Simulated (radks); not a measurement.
All-electron atom: Pd+ in [Kr] 4d9. Calculated with a radial shooting solver on a logarithmic mesh with Libxc functionals: scalar-relativistic Kohn-Sham, PBE, spin-unpolarised, spherical densities, finite nucleus; Fermi nuclear charge, rms radius 4.5318 fm.

Unscreened Slater integrals over Kohn-Sham orbitals (hartree).

| integral | value |
|---|---|
| F0(4d,4d) | 0.62588 |
| F2(4d,4d) | 0.30533 |
| F4(4d,4d) | 0.19739 |
| F0(4d,4p) | 0.72028 |
| F2(4d,4p) | 0.34620 |
| G1(4d,4p) | 0.43172 |
| G3(4d,4p) | 0.26215 |
| F0(4d,4s) | 0.74318 |
| G2(4d,4s) | 0.31250 |
| F0(4d,3d) | 0.86339 |
| F2(4d,3d) | 0.15625 |
| F4(4d,3d) | 0.067364 |
| G0(4d,3d) | 0.048338 |
| G2(4d,3d) | 0.055519 |
| G4(4d,3d) | 0.042105 |
| F0(4p,4p) | 0.86563 |
| F2(4p,4p) | 0.45313 |
| F0(4p,4s) | 0.90500 |
| G1(4p,4s) | 0.61314 |
| F0(4p,3d) | 1.1243 |
| F2(4p,3d) | 0.26295 |
| G1(4p,3d) | 0.083035 |
| G3(4p,3d) | 0.080870 |
| F0(4s,4s) | 0.95081 |
| F0(4s,3d) | 1.2139 |
| G2(4s,3d) | 0.097983 |
| F0(3d,3d) | 2.5430 |
| F2(3d,3d) | 1.2636 |
| F4(3d,3d) | 0.80534 |

Derived for the open shells (J is the average intra-shell exchange parameter used in DFT+U). 4d: Racah B = F2/49 - 5 F4/441 = 0.003993 hartree, C = 35 F4/441 = 0.01567 hartree, C/B = 3.92, F4/F2 = 0.646, J = (F2 + F4)/14 = 0.03591 hartree.
